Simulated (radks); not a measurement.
Q: These are the eigenvalues of the occupied orbitals of an atom or ion with whole-number occupations (hartree). Calculated with a radial shooting solver on a logarithmic mesh with Libxc functionals: Dirac Kohn-Sham, PBE, spin-unpolarised, spherical densities, point nucleus.

| orbital | eigenvalue |
|---|---|
| 1s1/2 | -1904.329 |
| 2s1/2 | -315.9187 |
| 2p1/2 | -300.2160 |
| 2p3/2 | -272.7776 |
| 3s1/2 | -70.44807 |
| 3p1/2 | -63.62628 |
| 3p3/2 | -57.96188 |
| 3d3/2 | -46.22209 |
| 3d5/2 | -44.98636 |
| 4s1/2 | -14.35200 |
| 4p1/2 | -11.68038 |
| 4p3/2 | -10.42039 |
| 4d3/2 | -6.02474 |
| 4d5/2 | -5.79730 |
| 5s1/2 | -2.25193 |
| 5p1/2 | -1.53447 |
| 5p3/2 | -1.37257 |
| 4f5/2 | -0.62871 |
| 4f7/2 | -0.59986 |

Which element is it, and in what charge state? The configuration may be excited. Open shells, if any, fill j = l - 1/2 first.

A: Z = 65, terbium, charge +2: Tb2+ in [Xe] 4f9. The list shows which subshells hold electrons but not how many an open one holds; the 1s level, -1904.3 hartree, gives Z - s = 61.7 by -(Z - s)^2/2, which with screening and relativity narrows Z to a few neighbours, and the depths of the outer levels then fix element, charge and occupations together.
